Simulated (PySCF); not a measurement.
Species: C8H10N2.
Z-matrix (Å and degrees, PBE0-D3(BJ)/def2-SVP geometry), rows numbered from 1:
```
C 
N   1  1.4364
C   2  1.2680  1  122.00
C   3  1.4880  2  128.86  1    -2.85
C   4  1.3977  3  121.57  2   -54.62
C   5  1.3928  4  119.16  3  -177.93
N   6  1.3290  5  123.12  4    -0.14
C   7  1.3284  6  117.63  5     0.36
C   8  1.3996  7  124.75  6     0.06
C   9  1.4986  4  121.90  3    -2.07
H   1  1.1029  2  108.93  3   112.91
H   1  1.1048  2  115.89  3    -9.75
H   1  1.1016  2  108.39  3  -132.38
H   3  1.1039  2  116.33  1   177.01
H   5  1.0922  4  120.51  3     1.05
H   6  1.0961  5  120.18  4   179.79
H   8  1.0976  7  116.30  6  -179.94
H  10  1.0989  9  110.95  4  -174.18
H  10  1.1024  9  111.40  4    65.91
H  10  1.1007  9  111.58  4   -53.49
```

Level: PBE0/pcSseg-1 in PySCF, non-relativistic, on one gas-phase PBE0-D3(BJ)/def2-SVP geometry that isn't relaxed in the solvent. The solvent is an IEF-PCM continuum (Bondi radii, 1.10 Å for H, scaled by 1.2). The model holds no explicit solvent molecules, cavitation or dispersion.

Gas phase at PBE0/pcSseg-1: HOMO -7.15 eV, LUMO -1.46 eV, dipole 0.78 D.

Problem. What does the continuum do to the energy, the frontier levels and the dipole at PBE0/pcSseg-1 in cyclohexane and water?

Solution. 
```csv
solvent,ε,E(solvent) − E(gas) (kJ/mol),polarisation term (kJ/mol),distortion of the solute (kJ/mol),HOMO (eV),LUMO (eV),dipole (D)
cyclohexane,2.017,-11.98,-12.71,0.73,-7.17,-1.43,0.92
water,78.36,-31.71,-37.05,5.34,-7.24,-1.44,1.13
```

Polarisation term: ½ Σ q·V over the induced surface charges. Distortion: the rise of the solute's own energy as its density leaves the gas-phase optimum. From cyclohexane to water the lowering changes by a factor 2.65, Onsager's factor (ε − 1)/(2ε + 1) by 2.43 and ε itself by 38.9.

Problem. Which Hirshfeld charges (PBE0/pcSseg-1) respond most in cyclohexane (means over atoms taken as equivalent)?

Solution. 
| atoms | environment | gas (e) | solvent (e) | change |
| --- | --- | --- | --- | --- |
| N7 | pyridine-type nitrogen | -0.163 | -0.176 | -0.013 |
| N2 | imine nitrogen | -0.146 | -0.157 | -0.011 |
| H15 | aromatic hydrogen | +0.054 | +0.058 | +0.004 |
| H14 | hydrogen on a C=N carbon | +0.047 | +0.050 | +0.003 |
| C6 | aromatic CH next to a ring nitrogen | +0.012 | +0.010 | -0.002 |
| C8 | aromatic CH next to a ring nitrogen | +0.011 | +0.008 | -0.003 |
| H17 | aromatic hydrogen | +0.048 | +0.051 | +0.003 |
| H18/H19/H20 | methyl hydrogen | +0.049 | +0.051 | +0.002 |
| H16 | aromatic hydrogen | +0.052 | +0.054 | +0.002 |
| H11/H12/H13 | methyl hydrogen | +0.042 | +0.044 | +0.002 |
| C5 | aromatic CH carbon | -0.050 | -0.048 | +0.002 |
| C9 | substituted aromatic carbon | +0.005 | +0.007 | +0.002 |
